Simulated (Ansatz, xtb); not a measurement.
**CH2Cl2FGe+: where a starting geometry ends**

The starting geometry of this gas-phase singlet was built from a drawn formula by distance geometry and a force field; its bonds are those of `F[CH+][GeH]([Cl])[Cl]`.

```csv
atom,x (Å),y (Å),z (Å)
C,-0.0629,-0.4357,-1.7739
Cl,-0.5206,-2.4075,0.9858
Cl,-0.4237,1.1246,1.1541
F,1.2606,-0.4844,-1.8065
Ge,-1.0200,-0.5454,-0.0918
H,-0.6615,-0.4104,-2.6783
H,-2.5541,-0.4617,-0.3565
```

Task: Where would you expect an optimisation with r2SCAN-D4/def2-SVP to take it?

Result: A new bond forms, giving a structure with Cl2 bridging C1 and Ge5, given below by its coordinates. Contacts that close: C1–Cl2 (3.42 → 1.96 Å).

The energy falls by 0.98 eV over 21 steps:

```
step  E − E(last) (eV)
   1             0.978
   3             0.383
   5             0.338
   8             0.281
  10             0.141
  12             0.068
  14             0.020
  17             0.002
  19             0.000
  21             0.000
```

Final geometry (Å):

```xyz
7

C    -0.0787   -0.7377   -1.5040
Cl   -0.1803   -2.1949   -0.1996
Cl   -0.3629    1.1294    1.3206
F     1.1248   -0.2532   -1.5689
Ge   -1.2717   -0.0721   -0.1101
H    -0.4447   -1.1721   -2.4482
H    -2.7685   -0.3198   -0.0568
```

From the same start GFN2-xTB reaches the same bonding as this run.

No frequencies were run, so the end isn't proven a minimum. Run with Ansatz 0.2.0, 31 s on 2 threads of Intel(R) Xeon(R) 6975P-C (Granite Rapids) (shared host).
